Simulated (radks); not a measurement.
Spherical jellium clusters: N electrons in a uniform positive sphere of charge N and radius rs N^(1/3), rs = 4.34 bohr. Calculated with a radial shooting solver with Libxc functionals: non-relativistic Kohn-Sham, LDA (Slater exchange, Perdew-Wang correlation), spin-polarised, spherical densities. Levels are named by radial order and angular momentum (1s, 1p, 1d, 2s, ...), and open shells are averaged over m.

N = 30, configuration 1s2 1p6 1d10 2s2 1f(up 7, down 3). This is the lowest configuration that the search found. Occupied and some empty levels:

level,occupation,eigenvalue (eV),<r> (bohr)
1s up,1,-4.8297,8.009
1s down,1,-4.7274,7.670
1p up,3,-4.2822,9.573
1p down,3,-4.1313,9.430
1d up,5,-3.6035,10.54
1d down,5,-3.4317,10.51
2s up,1,-3.3111,8.264
2s down,1,-3.2267,8.486
1f up,7,-2.7997,11.31
1f down,3,-2.6219,11.33
2p up,0,-2.2855,9.571
2p down,0,-2.2050,9.647
1g up,0,-1.8880,12.01
1g down,0,-1.7144,12.09
2d up,0,-1.2822,11.38
2d down,0,-1.1964,11.47

Energy (eV): total -56.6735, kinetic 45.873, external -2161.8, Hartree 1073.4, exchange-correlation -103.74, background 1089.6.
